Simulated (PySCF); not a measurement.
# Ions at one geometry of [Hg(H2CO)]2+

PySCF 2.14.0, RKS PBE0, Hg def2-SVP with ECP60, O def2-SVP, C def2-SVP, H def2-SVP; non-relativistic Hamiltonian with scalar-relativistic core potentials where named; density fitting; no spin-orbit coupling; singlets restricted, open shells unrestricted. The geometry is relaxed for charge +2, singlet, vacuum:

```xyz
5

Hg   -0.2777    0.0000   -0.2593
O     0.4885    0.0000    1.7704
C    -0.0476    0.0000    2.8761
H     0.6671    0.0000    3.7408
H    -1.1424    0.0000    3.0691
```

Energies count from the relaxed state; an electron taken off or put on is at rest in vacuum. Charges and spins are Mulliken's.

```tsv
state	energy (eV)	spin squared	charge on Hg1 (e)	spin on Hg1 (e)	dipole about the centre of mass (D)
charge +2, singlet, vacuum	0.00	0.00	1.41	0.00	7.53
charge +1, doublet, vacuum	-15.22	0.75	0.71	0.83	5.66
```

Task: What does the state charge +3, doublet, vacuum give?

Result: energy (eV) 23.35, spin squared 0.76, charge on Hg1 (e) 1.85, spin on Hg1 (e) 0.05, dipole about the centre of mass (D) 14.26.

With an electron taken off (doublet) the charges change, summed by element, by Hg +0.44 e, O +0.19 e, C +0.11 e, H +0.26 e. The vertical ionisation energy is 23.35 eV, against −ε(HOMO) = 21.08 eV of the relaxed state. The level lies 2.3 eV too high, as is usual for semilocal functionals and global hybrids, which keep a self-interaction error.

With an electron put on (doublet) the charges change, summed by element, by Hg -0.70 e, O -0.06 e, C -0.07 e, H -0.17 e. The vertical electron affinity is 15.22 eV, against −ε(LUMO) = 17.55 eV of the relaxed state.

Open shells may have lower solutions than those found.
